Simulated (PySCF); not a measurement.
C₁₂H₁₀S, SMILES C(=C/c1cccs1)/c1ccccc1 (GFN2-xTB optimised geometry):

```
23

C     -1.711    -0.022    -0.005
C     -2.561     0.729     0.707
C     -2.252     1.637     1.780
C     -1.174     1.694     2.624
C     -1.281     2.705     3.597
C     -2.438     3.413     3.499
S     -3.429     2.848     2.217
C     -0.250     0.001     0.027
C      0.462    -1.198     0.000
C      1.844    -1.198     0.000
C      2.540     0.000     0.000
C      1.843     1.198    -0.002
C      0.461     1.200     0.013
H     -2.133    -0.736    -0.703
H     -3.620     0.642     0.493
H     -0.340     1.019     2.557
H     -0.529     2.897     4.342
H     -2.772     4.234     4.100
H     -0.079    -2.134    -0.004
H      2.381    -2.135    -0.007
H      3.620     0.000    -0.006
H      2.380     2.135    -0.018
H     -0.079     2.135     0.001
```

Computed with CAM-B3LYP/def2-SVP in PySCF.

### Question
What are the frontier orbital energies and the dipole moment?

### Answer
HOMO-2 -8.50 eV, HOMO-1 -8.34 eV, HOMO -7.02 eV, LUMO -0.28 eV, LUMO+1 1.10 eV; dipole moment 0.61 D.

Meta-Löwdin charges at CAM-B3LYP/def2-SVP: C1 -0.11, C2 -0.11, C3 -0.10, C4 -0.13, C5 -0.13, C6 -0.23, S7 0.24, C8 0.00, C9 -0.11, C10 -0.10, C11 -0.10, C12 -0.10, C13 -0.10, H14 0.11, H15 0.10, H16 0.12, H17 0.11, H18 0.12, H19 0.10, H20 0.10, H21 0.10, H22 0.10, H23 0.11.
